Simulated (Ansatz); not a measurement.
Born–Oppenheimer molecular dynamics of C$_{2}$H$_{8}$N$_{2}$Si (13 atoms, charge 0, multiplicity 1). It starts at the highest image of a converged band. Of that band: Neighbouring images differ by up to 2.1 eV, so the band resolves the path poorly. A vibrational analysis at the climbing image gives one clearly imaginary mode, 1493i cm⁻¹: a first-order saddle point.

Method: RKS PBE-D4/def2-mTZVP (Ansatz).

```
ensemble                      : NVE (velocity Verlet)
time step                     : 0.5 fs
steps asked                   : 200
starting velocities drawn for : 300 K
seed                          : 5173
```

First frame:

```xyz
13
Properties=species:S:1:pos:R:3
N -1.823 -0.725 1.379
C -0.684 0.024 1.145
C 0.418 -0.779 0.609
Si 0.525 -0.152 -1.207
N 1.035 1.505 -1.147
H -2.586 -0.058 1.608
H -1.170 -0.218 2.341
H 0.267 -1.877 0.613
H 1.393 -0.488 1.026
H 1.581 -0.928 -1.931
H -0.794 -0.451 -1.864
H 1.364 1.968 -1.992
H 0.496 2.145 -0.564
```

Question: How far do the bonds stretch over the last three quarters of this one trajectory? (Pairs bonded in most of those frames.)

Answer: 
```tsv
bond	mean (Å)	spread (Å)	shortest	longest
N1–C2	1.323	0.092	1.16	1.47
N1–H6	1.059	0.040	1.00	1.20
C2–C3	1.498	0.039	1.42	1.59
C2–H7	1.200	0.131	0.97	1.54
C3–Si4	1.918	0.038	1.86	1.99
C3–H8	1.110	0.015	1.08	1.14
C3–H9	1.106	0.024	1.07	1.15
Si4–N5	1.741	0.034	1.70	1.81
Si4–H10	1.502	0.024	1.46	1.54
Si4–H11	1.502	0.019	1.47	1.53
N5–H12	1.018	0.017	0.99	1.05
N5–H13	1.017	0.007	1.00	1.03
```

Mean temperature of the second half: 1414 K. The conserved energy stayed within 0.74 meV per atom of its start (net change -0.14 meV per atom), so the integration is sound. The system heated up, since it started high on the potential surface and ran downhill. A run of 0.1 ps of so small a system gives no equilibrium averages. The orbitals stay closed-shell, which can raise the energy where a bond breaks towards radicals; this wasn't checked here.

Time of the run: 5.3 min on 2 threads of Intel(R) Xeon(R) Platinum 8488C (Sapphire Rapids), on a shared host, peak memory 0.18 GiB.
